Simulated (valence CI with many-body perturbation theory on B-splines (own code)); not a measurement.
# Nb³⁶⁺: key properties

Level of theory: configuration interaction combined with many-body perturbation theory (CI+MBPT): three valence electrons over a frozen Dirac-Fock core [He], radial functions for each j: 11 s, 11 p, 9 d, 7 f, 5 g, 2 h, 1 i, with the one-electron correlation potential Σ1, the two-electron term Σ2, the three-electron term Σ3, Breit, model QED; selected CI, second order for the rest (own B-spline code, finite nucleus).

The last digits are not significant, and no measured levels were compared; by estimate large intervals hold to a few tenths of a per cent, small ones and those within an open d or f shell to about a per cent.

Levels are named by their leading jj configuration (3d3/2^4 stands for four electrons in 3d with j = 3/2), which in mixed levels can hold well under half, so a name can repeat and another be missing.

Rates and lifetimes use the calculated energies. Strong lines usually hold to 10 to 20 %, long lifetimes can be off by a factor of two.

Task: What is the ground level?

Result: (2s^2 2p1/2) J=1/2, composition 99 % 2s2 2p 2P°, g = 0.652.

Task: What is the ionisation energy?

Result: 5013.1 eV; NIST lists 5011 ± 4 eV (semi-empirical).

Task: Among levels below 3234.7 eV, which E1 lines absorb most strongly from the ground level?

Result: to (2s^2 3d3/2) J=3/2 at 0.4262 nm, f = 0.726; to (2s 2p1/2 3p3/2) J=3/2 at 0.4174 nm, f = 0.214; to (2s 2p1/2 3p3/2) J=1/2 at 0.4181 nm, f = 0.136.

Task: How well does LS coupling describe the low levels?

Result: Among the lowest 20 levels the leading LS term, summed over configurations, holds 79 % on average. For single configurations the figures are 78 % in LS and 95 % in jj coupling. Terms mix most in the J = 3/2 level at 366.2 eV, where the leading one holds 39 %.

Task: Where does the other parity begin?

Result: At (2s 2p1/2^2) J=1/2, 106.9 eV.

Task: What are the static dipole polarisabilities of the lowest levels?

Result: (2s^2 2p1/2) J=1/2 0.00223 bohr³, of which the core gives 3.00e-06.
